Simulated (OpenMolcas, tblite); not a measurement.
**CH5BN2 (SMILES B1NCN1): the vertical ionisation energy, rung by rung**

The species is CH5BN2 (9 atoms), meant as a singlet with charge 0. SMILES: `B1NCN1`. The coordinates come from a PBE0-D4/def2-TZVP relaxation.

Quantity: the vertical ionisation energy (to the doublet cation), in eV. The values are calculated.

```csv
level,kind,program,value (eV),CPU time (all runs)
IPEA1-xTB,semi-empirical,tblite,14.94,under 2 s
HF/def2-SVPD,Hartree–Fock,OpenMolcas,8.35,64 s
SVWN5/def2-SVPD,LDA,OpenMolcas,9.52,2.4 min
revPBE/def2-SVPD,GGA,OpenMolcas,9.18,3.6 min
M06-L/def2-SVPD,meta-GGA,OpenMolcas,9.27,4.4 min
M06-2X/def2-SVPD,hybrid meta-GGA,OpenMolcas,9.59,5 min
```

The values span 8.35 to 14.94 eV. The xTB values lack the empirical shift that such differences need. Spin contamination of the reference (⟨S²⟩ at least 0.1 too high) touches HF/def2-SVPD. CPU times are rough (shared hosts, several kinds of processor and program).
